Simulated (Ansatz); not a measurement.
MoO2Cl2 (MoCl₂O₂), relaxed as a singlet with RKS PBE-D4/def2-SVP in Ansatz, starting from the GFN2-xTB geometry. Force threshold 0.02 eV/Å.

In the def2 sets Mo takes a core potential; there is no spin–orbit coupling. The restricted singlet is unstable towards broken spin symmetry in Hartree–Fock (as tested in another run); at PBE-D4/def2-SVP this wasn't settled.

Start:

```xyz
5

Mo    0.0901    0.1044   -0.0918
O    -0.4757    0.6903   -1.5093
O     1.5782    0.5934    0.3750
Cl    0.1075   -2.0377   -0.2229
Cl   -1.3001    0.6495    1.4491
```

Problem. Estimate the energy that the relaxation releases and the steps that it takes.

Solution. 64.5 kJ/mol, in 5 steps; 6.5 s on 4 threads of Arm Neoverse V1 on a shared host. No frequencies were taken in this run, so the end may be a saddle point.

Problem. Does the start keep its bonding and symmetry?

Solution. By distances, no bond broke or formed. The bond that changes most is Mo1–Cl5, from 2.15 to 2.27 Å (atoms count from 1). Point group C2v at the start, C2v at the end, both within 0.05 Å.

Problem. Predict the relaxed structure.

Solution. 
```
atom   x (Å)   y (Å)   z (Å)
 Mo1   0.055   0.065  -0.057
  O2  -0.394   0.747  -1.532
  O3   1.597   0.653   0.295
 Cl4   0.136  -2.194  -0.262
 Cl5  -1.394   0.729   1.557
```
Bond lengths: 2 × Mo–O 1.69 Å; 2 × Cl–Mo 2.27 Å.
